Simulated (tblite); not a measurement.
C5H13AlN2.
Numbering: `[CH3:1][CH2:2][CH2:3][Al:4]1[NH:5][CH2:6][CH2:7][NH:8]1` (hydrogens: H9, H10, H11 on C1; H12, H13 on C2; H14, H15 on C3; H16 on N5; H17, H18 on C6; H19, H20 on C7; H21 on N8)

Computed with GFN2-xTB (tblite), gas phase: L-BFGS steps from a force-field or distance-geometry start until the largest atomic force falls under 0.01 eV/Å.

Step 81: E = -659.8823 eV
```
atom  x, y, z in Å  |  force x, y, z in eV/Å
C1     -2.5951    0.8780   -0.2708    0.029  -0.008  -0.003
C2     -2.6054   -0.3359    0.6598   -0.003  -0.014   0.059
C3     -1.5094   -1.3569    0.3261    0.017  -0.012  -0.034
Al4     0.3375   -0.6391    0.1130    0.007   0.055  -0.014
N5      1.6201   -0.1875    1.2645   -0.020   0.057  -0.005
C6      2.8050    0.2519    0.5346    0.019   0.045  -0.036
C7      2.4429    0.5856   -0.9276   -0.027   0.009  -0.011
N8      1.2705   -0.1805   -1.3380   -0.026  -0.022   0.031
H9     -1.9993    0.6666   -1.1575   -0.017  -0.026  -0.053
H10    -2.1543    1.7363    0.2307    0.056   0.028  -0.034
H11    -3.6009    1.1486   -0.5871    0.036   0.016   0.024
H12    -2.4719    0.0058    1.6859   -0.037  -0.018   0.091
H13    -3.5817   -0.8280    0.6101    0.000  -0.043  -0.025
H14    -1.7620   -1.8374   -0.6290   -0.019  -0.013  -0.032
H15    -1.5288   -2.1563    1.0796    0.013   0.032  -0.014
H16     1.7886   -0.2097    2.2594    0.008  -0.004   0.017
H17     3.2466    1.1441    0.9948    0.007   0.012   0.044
H18     3.5767   -0.5287    0.5288   -0.001  -0.070   0.054
H19     3.3092    0.3594   -1.5623   -0.026  -0.012  -0.026
H20     2.2501    1.6654   -1.0124   -0.008  -0.021   0.022
H21     1.1529   -0.1651   -2.3392   -0.007   0.008  -0.056
```

Step 82: E = -659.8847 eV
```
atom  x, y, z in Å  |  force x, y, z in eV/Å
C1     -2.5857    0.8805   -0.2705    0.031  -0.017  -0.003
C2     -2.6051   -0.3374    0.6548    0.009  -0.012   0.082
C3     -1.5069   -1.3579    0.3266   -0.011  -0.027  -0.037
Al4     0.3371   -0.6385    0.1127    0.006   0.038   0.031
N5      1.6156   -0.1814    1.2676   -0.025   0.060  -0.009
C6      2.7989    0.2541    0.5333    0.034   0.046  -0.042
C7      2.4319    0.5903   -0.9268   -0.022   0.031   0.025
N8      1.2705   -0.1899   -1.3396   -0.029  -0.032   0.098
H9     -1.9982    0.6690   -1.1629   -0.045  -0.050  -0.060
H10    -2.1252    1.7280    0.2314    0.048   0.041  -0.016
H11    -3.5908    1.1684   -0.5739    0.050   0.014   0.016
H12    -2.4751    0.0033    1.6818   -0.046  -0.024   0.096
H13    -3.5818   -0.8300    0.6024    0.018  -0.018  -0.047
H14    -1.7561   -1.8413   -0.6277   -0.023  -0.012  -0.046
H15    -1.5289   -2.1570    1.0804    0.019   0.044  -0.010
H16     1.7908   -0.2061    2.2614   -0.010  -0.004   0.010
H17     3.2481    1.1431    0.9942   -0.002  -0.008   0.024
H18     3.5648   -0.5312    0.5191    0.023  -0.079   0.071
H19     3.3014    0.3808   -1.5608   -0.011  -0.013  -0.047
H20     2.2239    1.6674   -1.0002   -0.014  -0.002  -0.004
H21     1.1620   -0.1974   -2.3399   -0.002   0.024  -0.132
```

Problem. Estimate the geometry and energy of step 83. (The exact step hangs on the optimiser's Hessian estimate; all steps are aligned on step 82, rigid shifts and turns removed.)

Solution. E = -659.8877 eV, largest force 0.169 eV/Å
```
atom  x, y, z in Å  |  force x, y, z in eV/Å
C1     -2.5672    0.8852   -0.2689    0.023   0.008   0.011
C2     -2.6047   -0.3394    0.6484    0.017   0.007   0.077
C3     -1.5048   -1.3612    0.3271   -0.045  -0.033  -0.028
Al4     0.3380   -0.6433    0.1129    0.001   0.015   0.080
N5      1.6102   -0.1741    1.2716   -0.029   0.063  -0.024
C6      2.7906    0.2593    0.5308    0.031   0.020  -0.034
C7      2.4136    0.5984   -0.9253   -0.030   0.044   0.019
N8      1.2727   -0.2133   -1.3427    0.025   0.019   0.150
H9     -1.9957    0.6709   -1.1722   -0.087  -0.072  -0.039
H10    -2.0741    1.7157    0.2346    0.019   0.003  -0.027
H11    -3.5705    1.2044   -0.5531    0.106  -0.006   0.025
H12    -2.4827   -0.0013    1.6780   -0.054  -0.042   0.078
H13    -3.5830   -0.8308    0.5868    0.056   0.022  -0.069
H14    -1.7488   -1.8490   -0.6263   -0.031   0.001  -0.048
H15    -1.5325   -2.1583    1.0828    0.031   0.047  -0.008
H16     1.7927   -0.2016    2.2644   -0.027  -0.002  -0.004
H17     3.2463    1.1448    0.9936   -0.001  -0.027  -0.005
H18     3.5503   -0.5317    0.5058    0.039  -0.064   0.086
H19     3.2905    0.4194   -1.5598   -0.054   0.004  -0.041
H20     2.1741    1.6713   -0.9822   -0.007  -0.048  -0.036
H21     1.1760   -0.2487   -2.3428    0.017   0.041  -0.163
```

The energy changes by -0.0030 eV. The first-order estimate −F·Δx gives -0.0042 eV and the mean of the old and new forces, exact on a quadratic surface, -0.0029 eV. The step makes an angle of 84° with the force vector and moves no atom by more than 0.053 Å.

What follows is the cost of the whole relaxation. On one thread of an Intel Xeon at 2.50 GHz, shared host with 64 logical CPUs at a one-minute load of 63, this took 6.3 s of wall time.
